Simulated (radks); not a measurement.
The numbers below are computed, except where a source is named.
Yb39+, configuration [Ar] 3d10 4s2 4p1. Level of theory: scalar-relativistic Kohn-Sham, exchange-only LDA, spin-polarised, spherical densities, point nucleus; open shells are filled with parallel spins first (spin-orbit coupling, left out, can overturn this in heavy ions) (a radial shooting solver on a logarithmic mesh with Libxc functionals). Some entries of the table are withheld. Estimate them.

| orbital | occ. | eigenvalue (hartree) | r(max) (bohr) |
|---|---|---|---|
| 1s up | 1 | -2314.006 | 0.01238 |
| 1s down | 1 | -2313.969 | 0.01238 |
| 2s up | 1 | -445.3239 | 0.07057 |
| 2s down | 1 | -445.3007 | 0.07057 |
| 2p up | 3 | -400.4019 | 0.05751 |
| 2p down | 3 | -400.3703 | 0.05751 |
| 3s up | 1 | -147.1769 | 0.1979 |
| 3s down | 1 | -147.1367 | 0.1979 |
| 3p up | 3 | -133.5930 | 0.1946 |
| 3p down | 3 | -133.5489 | 0.1946 |
| 3d up | 5 | -117.5296 | 0.1578 |
| 3d down | 5 | -117.4900 | 0.1577 |
| 4s up | 1 | (1) | 0.4222 |
| 4s down | 1 | (2) | 0.4219 |
| 4p up | 1 | -65.12816 | 0.4321 |
| 4p down | 0 | -64.91708 | 0.4318 |

Answer. 
(1) 4s up eigenvalue (hartree): -70.27341
(2) 4s down eigenvalue (hartree): -70.06284
